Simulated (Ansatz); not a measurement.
Cartesian coordinates in Å:
```
N 1.5733 -0.0188 1.1150
Si -0.1121 0.0367 1.3306
F -0.6385 -0.9170 2.5133
C -0.9522 -0.4940 -0.2336
Si -0.3241 0.3748 -1.7707
H 2.0239 -0.7664 0.6135
H 2.2019 0.4200 1.7671
H -0.4684 1.4107 1.7522
H -2.0266 -0.3121 -0.1258
H -0.8314 -1.5758 -0.3610
H -0.2490 1.8435 -1.5509
H 1.0313 -0.1237 -2.1238
H -1.2282 0.1223 -2.9258
```

Total charge 0; spin multiplicity 1.

Task: List the B3LYP/def2-TZVPP orbital energies in eV (the Gaussian-basis code of Ansatz). (Estimate.)

Result: Computed: Occupied: -1799.71, -1798.83, -670.95, -389.24, -276.49, -144.10, -143.38, -99.46, -99.41, -99.39, -98.69, -98.69, -98.69, -31.91, -23.46, -19.38, -14.89, -14.23, -13.83, -12.70, -12.17, -11.72, -11.49, -10.42, -9.62, -9.30, -9.20, -8.56, -7.75. Lowest empty: 0.24, 0.55, 0.98, 1.28, 1.39, 1.76, 1.95, 2.29.

B3LYP here is the variant with VWN-RPA as its local correlation; programs differ in this.
